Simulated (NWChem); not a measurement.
Species: CH₅BBrN; SMILES CB(N)Br

```xyz
9

B      0.0570    -0.9447    -0.0001
Br    -0.0147     1.0070     0.0000
C     -1.2869    -1.7533     0.0000
H     -1.8906    -1.4917     0.8839
H     -1.1357    -2.8439    -0.0052
H     -1.8961    -1.4840    -0.8778
N      1.3206    -1.5241     0.0000
H      1.4533    -2.5273     0.0001
H      2.1772    -0.9860     0.0001
```
Atoms are numbered in this order, from 1.

Program: NWChem. Coordinates come from a PBE0/def2-SVP optimisation. Level M06-L/def2-SVP: energy and gradient on several grids; changes count from the extra-fine grid, which is no exact limit either.

| grid | size of the energy change (μHa) | largest change of a gradient component (μHa/bohr) | time, medium = 1 (rough) |
|---|---|---|---|
| xcoarse | 4000 | 5000 | about 1 |
| coarse | 300 | 700 | about 1 |
| medium | < 10 | 300 | about 1 |
| fine | < 10 | 40 | about 1 |
| xfine | < 10 | < 30 | 2 |
